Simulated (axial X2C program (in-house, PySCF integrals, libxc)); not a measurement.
Nuclear properties of NGeN

Calculated with an axial X2C code built on PySCF integrals: two-component X2C with atomic mean-field Coulomb and Gaunt terms, Gaussian nuclei, basis N dyall-av3z, Ge dyall-v3z with contracted cores.

N–Ge–N held linear, with bonds 1.711 and 1.711 Å (near the PBE0 minimum at charge 0 of the determinant lowest at the starting distance; the state shown can have its own minimum elsewhere, held linear; other orders of the atoms were not compared).

Determinant lowest in the PBE0 search, Ω = 1 (⟨Sz⟩ = 1.00, ⟨Lz⟩ = 0.00 at PBE0), spin on the atoms N 0.68, Ge -0.36, N 0.68:

```tsv
level	A∥/gI N (MHz)	qzz N (a.u.)	A∥/gI Ge (MHz)	qzz Ge (a.u.)
PBE0	-65.5	-0.15	-261	-3.23
HF	-17.7	-0.31	-1120	-3.13
BHandHLYP	-46.9	-0.21	-383	-3.31
```

Determinant 1.23 eV from it at PBE0 and this distance, Ω = 0 (closed shell), highest spinor 87% N p, 13% Ge d:

| level | qzz N (a.u.) | qzz Ge (a.u.) |
| --- | --- | --- |
| PBE0 | -0.17 | -3.53 |
| HF | -0.41 | -3.88 |
| BHandHLYP | -0.26 | -3.67 |

A∥ (defined per Ω) follows by multiplying with gI = μI/(I μN); qzz is the electric field gradient, eQq0 = 234.96 MHz × Q/barn × qzz. The operators were transformed with the bare-nucleus X2C matrices; with these basis sets, hyperfine constants and field gradients can be off by tens of per cent, and where levels differ in sign neither size nor sign is settled.

Question: With Q(73Ge) = -0.196 barn (Q from Pyykkö, Mol. Phys. 2018), turn the PBE0 values of the first state into constants in MHz.

Answer: eQq0(73Ge) = 234.96 × (-0.196) × (-3.23) = 149 MHz.

The molecule was held linear; bending was not examined, so a bent shape may lie lower.

Each state is one determinant with collinear spin, which with several unpaired electrons need not be a pure state. Unrestricted Hartree–Fock can overshoot spin polarisation at the nuclei. A closed determinant beside an open π² or δ² triplet, such as (π1/2)², mixes with its partner pair into the 0⁺ component of the triplet and ¹Σ⁺, so its energy is not that of a level, and 0⁺ can lie lowest. With several open shells hyperfine constants can be off by a factor of several. In the state Ω = 1 the atomic spins oppose each other (0.68, -0.36, 0.68): a broken-symmetry determinant whose values are not spin-projected. Open-shell Ω = 0 determinants with evenly filled partner blocks cannot be reached by this program, so the Ω shown need not be the lowest component. The search compared states at one distance, so a state with another bond length can lie lower. Where a field gradient or hyperfine factor spreads by more than a factor of two over the levels, a constant derived from it is not to be relied on. PBE0 term energies can be off by some tenths of an eV.
